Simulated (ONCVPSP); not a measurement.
## Scattering properties, ONCV potential for potassium

K, optimised norm-conserving Vanderbilt (ONCV), made with ONCVPSP 4.0.1 (PBEsol, scalar-relativistic). Core [Ne], reference 3s2 3p6 4s1. Waves: 3s+4s: rc 1.70 bohr, ncon 4, nbas 8, qcut 6.5 1/bohr, 2 projectors; 3p: rc 1.70 bohr, ncon 4, nbas 9, qcut 8.8 1/bohr, 2 projectors, debl 0.5 Ha; d scattering state at 0.13 Ha: rc 1.65 bohr, ncon 4, nbas 8, qcut 6.5 1/bohr, 1 projector. Local part: polynomial inside 1.45 bohr (lpopt 5, dvloc0 4 Ha). Core correction: polynomial model core, fcfact 0.6.

In the p channel the program set the typed energies aside and used -0.691, 0.250 Ha.

The phase is arctan(r·R′/R) of the radial function R(r), unwrapped; energies in Ha, scanned from -3 to 5 Ha. A pole is an energy at which the radial function vanishes at the test radius. The pseudo phase is shifted by a multiple of π to meet the all-electron one at the reference energy, and phase errors are pseudo minus all-electron; the curves can meet again beyond the range given. Levels narrower than the energy grid can be missing from the lists of poles.

| channel | radius (bohr) | reference energy (Ha) | poles, all-electron | poles, pseudo | unbroken range about the reference energy with phases within 0.05 rad | phase error 1 Ha above the reference energy (rad) |
| --- | --- | --- | --- | --- | --- | --- |
| s | 1.73 | -0.08 | -0.50 | -0.50 | the whole range | -0.000 |
| p | 1.73 | -0.69 | 0.28 | 0.28 | the whole range | -0.000 |
| d | 1.67 | 0.13 | 1.41 | 1.51 | below 2.0 | +0.015 |

Phases in the p channel:

```tsv
E (Ha)	all-electron	pseudo
-2.98	1.163	1.163
-2.76	1.125	1.125
-2.54	1.077	1.077
-2.32	1.012	1.012
-2.10	0.919	0.919
-1.88	0.781	0.781
-1.66	0.559	0.559
-1.44	0.197	0.197
-1.22	-0.304	-0.304
-1.00	-0.763	-0.763
-0.78	-1.066	-1.066
-0.56	-1.252	-1.252
-0.34	-1.374	-1.374
-0.12	-1.460	-1.460
0.10	-1.526	-1.526
0.32	-1.580	-1.580
0.54	-1.627	-1.627
0.76	-1.670	-1.670
0.98	-1.713	-1.713
1.20	-1.757	-1.757
1.42	-1.805	-1.805
1.64	-1.861	-1.861
1.86	-1.929	-1.929
2.08	-2.017	-2.018
2.30	-2.138	-2.139
2.52	-2.316	-2.318
2.74	-2.586	-2.591
2.96	-2.977	-2.984
3.18	-3.421	-3.430
3.40	-3.784	-3.791
3.62	-4.027	-4.033
3.84	-4.185	-4.190
4.06	-4.293	-4.297
4.28	-4.370	-4.374
4.50	-4.428	-4.431
4.72	-4.472	-4.476
4.94	-4.508	-4.511
```
